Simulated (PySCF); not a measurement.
B(CCH)(F)2 (C2HBF2), SMILES C#CB(F)F. Geometry: PBE0-D3(BJ)/def2-SVP.

Method: PBE0-D3(BJ)/def2-SVP (PySCF).

Harmonic wavenumbers (cm⁻¹): 172, 233, 451, 509, 679, 732, 748, 786, 1334, 1456, 2215, 3476. Rotational constants (GHz): 10.48, 3.637, 2.700; symmetry number 2.

**Question.** Work out the zero-point energy and the ideal-gas rigid-rotor harmonic-oscillator thermochemistry at 298.15 K and 1 atm.

**Answer.** ZPE = ½ Σ hcν = ½ × 12791 cm⁻¹ = 76.51 kJ/mol. H − E(el) = 91.71 kJ/mol. Entropy in J/(mol K): translation 162.40, rotation 101.13, vibration 28.50, total 292.03. G − E(el) = 4.64 kJ/mol. Cp = 73.15 J/(mol K).
